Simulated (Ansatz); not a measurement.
Born–Oppenheimer molecular dynamics of ClFH₄O₂Sn (9 atoms, charge 0, multiplicity 1). It starts at the highest image of a converged band, a first-order saddle point between two minima.

Level of theory: RKS PBE0/def2-SVP in Ansatz.

```
ensemble                      : NVE (velocity Verlet)
time step                     : 0.5 fs
steps asked                   : 200
starting velocities drawn for : 300 K
seed                          : 10151
```

First frame:

```xyz
9
Properties=species:S:1:pos:R:3
Sn 0.154 0.197 -0.241
Cl -0.996 0.601 2.296
O 1.608 -0.025 -1.536
H 2.085 -0.855 -1.414
H -0.757 1.505 -0.797
O -0.328 -1.662 0.138
H -0.844 -1.675 0.958
F 1.422 0.856 1.336
H 0.524 0.842 2.038
```

(1) How far do the bonds stretch over the last three quarters of this one trajectory? (Pairs bonded in most of those frames.)

## Answers

(1) 
```json
{"bond": "Sn1–O3", "mean (Å)": "1.953", "spread (Å)": "0.042", "shortest": "1.90", "longest": "2.03"}
{"bond": "Sn1–H5", "mean (Å)": "1.694", "spread (Å)": "0.017", "shortest": "1.66", "longest": "1.72"}
{"bond": "Sn1–O6", "mean (Å)": "1.965", "spread (Å)": "0.006", "shortest": "1.96", "longest": "1.98"}
{"bond": "Sn1–F8", "mean (Å)": "1.991", "spread (Å)": "0.017", "shortest": "1.96", "longest": "2.03"}
{"bond": "Cl2–H9", "mean (Å)": "1.333", "spread (Å)": "0.022", "shortest": "1.30", "longest": "1.39"}
{"bond": "O3–H4", "mean (Å)": "0.965", "spread (Å)": "0.011", "shortest": "0.95", "longest": "0.98"}
{"bond": "O6–H7", "mean (Å)": "0.966", "spread (Å)": "0.002", "shortest": "0.96", "longest": "0.97"}
```

Mean temperature of the second half: 312 K. The conserved energy stayed within 0.04 meV per atom of its start (net change 0.028 meV per atom), so the integration is sound. A run of 0.1 ps of so small a system gives no equilibrium averages. The orbitals stay closed-shell, which can raise the energy where a bond breaks towards radicals; this wasn't checked here.

The run took 8.4 min on 2 threads of Intel(R) Xeon(R) Platinum 8488C (Sapphire Rapids), on a shared host, peak memory 0.28 GiB.
